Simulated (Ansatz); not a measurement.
Task: Name a neutral molecule of C, Si and H with LUMO energy (B3LYP/def2-TZVPP) between -0.15 and 0.15 eV and size of the dipole moment (ωB97M-V/def2-TZVPP) between 0.35 and 0.65 D (Ansatz, PBE0-D4/def2-TZVP geometry).

Result: `C=CC[SiH3]` (-0.11 eV, 0.57 D). Other molecules can fit too; these were computed, each in one conformer that needn't be the lowest.

B3LYP here is the variant with VWN-RPA as its local correlation; programs differ in this.
